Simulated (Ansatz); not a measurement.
Species: sum formula SiHF, charge 0, multiplicity 1. 
Structure (B3LYP-D3(BJ)/def2-TZVP (Ansatz, a quantum-chemistry and plane-wave program) minimum search):
```
Si
F 1 1.6199
H 1 1.5380 2 96.45
```
Charge 0, spin multiplicity 1.

Wanted: vertical ionisation energy (to the doublet state of charge +1; each state is the SCF solution reached for its spin; for the singlet the Hartree-Fock reference is unstable and T1 is 0.015), in eV. Valence correlation only, unless marked. Open shells are spin-unrestricted. Spin-orbit coupling is left out. Non-relativistic. CBS(X,Y): correlation extrapolated as X^-3; Hartree-Fock from the larger set.

```json
[
 {"level": "r2SCAN/def2-TZVPD", "program": "Ansatz", "vertical ionisation energy (eV)": "9.45"},
 {"level": "SCS-MP2/aug-cc-pV(Q+d)Z", "program": "Ansatz", "vertical ionisation energy (eV)": "9.72"},
 {"level": "CCSD(T)/CBS(aug-cc-pV(T+d)Z,aug-cc-pV(Q+d)Z)", "program": "Ansatz", "vertical ionisation energy (eV)": "[?]"}
]
```

Task: Some entries are withheld; supply them.

Result: 
- CCSD(T)/CBS(aug-cc-pV(T+d)Z,aug-cc-pV(Q+d)Z), vertical ionisation energy (eV): 9.79
